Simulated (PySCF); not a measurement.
Computed with PBE-D3(BJ)/def2-TZVP // B3LYP-D3(BJ)/def2-TZVP (PySCF). Gas-phase values, no solvent. 

Reference species (SMILES): `[InH2][F]` (neutral, multiplicity 1).

The dipole moment is 2.95 D.

Changed species: `[InH3]` (whole molecule; the reference has whole molecule).

Problem. Give the shifts of the dipole moment.

Solution. the dipole moment falls by 2.95 D, to 0.00 D.
